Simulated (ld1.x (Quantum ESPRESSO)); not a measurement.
# What one change does to a pseudopotential (palladium, TM semilocal)

| Property | Result |
| --- | --- |
| Element | Pd (Z = 46) |
| Generator | ld1.x (Quantum ESPRESSO) 7.5 |
| Type | norm-conserving Troullier–Martins (semilocal form) |
| Functional | PBEsol |
| Relativity | scalar-relativistic |
| Frozen core | [Kr] |
| Valence charge | 10 |
| Reference configuration | 4d9 5s1 5p0 |
| Partial waves | 5s (bound): rc 1.85 bohr; 5p (bound, empty): rc 3.60 bohr; 4d (bound): rc 1.10 bohr |
| Local potential | the d channel |
| Core correction | a·sin(br)/r model core inside 0.75 bohr |

All-electron outer shells of the reference configuration (PBEsol, scalar-relativistic, ld1.x):

| shell | level (eV) | outermost node (bohr) | outermost maximum (bohr) |
| --- | --- | --- | --- |
| 4s | -88.64 | 0.45 | 0.85 |
| 4p | -54.42 | 0.46 | 0.91 |
| 4d | -6.70 | 0.45 | 1.09 |
| 5s | -4.38 | 1.15 | 2.58 |
| 5p | -0.73 | 1.30 | 3.80 |

Change: wave 4d (bound): rc 1.10 bohr becomes 4d (bound): rc 0.94 bohr.

Cutoffs: the cutoffs (Ry, on a coarse ladder) from which the occupation-weighted sum of valence levels, in a spherical-Bessel basis at the reference potential, stays within 10 and 1 mRy of its value at 400 Ry; they do not see the model core or the augmentation charge, which bear on the density cutoff. Errors are all-electron minus pseudo energies relative to the spin-unpolarised reference configuration.

Task: What does the change do?

Result: The potential gets harder (80 Ry and 110 Ry → 160 Ry and 300 Ry); the errors of the 7 common tests hardly move; neither file shows a bound ghost. A smaller radius makes the pseudo-wave follow the all-electron one further in, where it bends more sharply, so more plane waves are needed. A semilocal file is local in each channel, so a ghost entry of none says nothing of the separable form that plane-wave codes build from it.

| quantity | base | changed |
| --- | --- | --- |
| cutoff, loose | 80 Ry | 160 Ry |
| cutoff, tight | 110 Ry | 300 Ry |
| loose cutoff by channel (10 mRy a level) | s 18 Ry, d 60 Ry | s 18 Ry, d 120 Ry |
| bound ghosts | none | none |
| error for 4d10 5s0 5p0, meV [ΔE -1.51 eV] | -36 | -36 |
| error for 4d9 5s0 5p0, meV [ΔE 7.61 eV] | -9.4 | -9.4 |
| error for 4d8 5s0 5p0, meV [ΔE 28.43 eV] | -46 | -43 |
| error for 4d9 5s0 5p1, meV [ΔE 3.80 eV] | 0.0 | +0.1 |
| error for 4d7 5s0 5p0, meV [ΔE 62.77 eV] | -297 | -288 |
| error for 4d6 5s0 5p0, meV [ΔE 112.10 eV] | -946 | -929 |
| error for 4d9.5 5s0 5p0, meV [ΔE 1.73 eV] | -22 | -23 |
| s: phases at 3.92 bohr within 0.05 rad from the reference energy up to (Ry; the scan ends near 5) | 0.9 | 0.9 |
| p: phases at 3.92 bohr within 0.05 rad from the reference energy up to (Ry; the scan ends near 5) | 1.4 | 1.4 |
| d: phases at 3.92 bohr within 0.05 rad from the reference energy up to (Ry; the scan ends near 5) | 3.6 | 3.4 |
